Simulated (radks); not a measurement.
The oxygen anion O2-, configuration [Ne].

All-electron calculation, non-relativistic Kohn-Sham, PBE, spin-polarised, spherical densities, point nucleus; Watson sphere of charge +2 and radius 3.09 bohr. Program: a radial shooting solver on a logarithmic mesh with Libxc functionals.

Energy parts (hartree; the electron-nucleus part includes the sphere):
part                      energy
total                  -81.17109
kinetic                 74.92799
electron-nucleus      -191.27135
Hartree                 44.03533
exchange-correlation    -8.86307

Orbitals (lengths in bohr, moments of r in powers of bohr; r(90%) holds 90 % of the orbital's charge):
orbital  occ.  eigenvalue (hartree)  r(90%)
1s          2             -18.63823   0.358
2s          2              -0.68249    2.01
2p          6              -0.17125    3.29

The highest occupied level is 2p at -4.660 eV. Summed over all electrons, <r^2> = 29.51 bohr^2, which gives a Langevin (diamagnetic) susceptibility term of -23.4 x 10^-6 cm^3/mol. The electron density at the nucleus is 311.8 e/bohr^3. The density falls to 0.001 e/bohr^3 at r = 4.30 bohr.
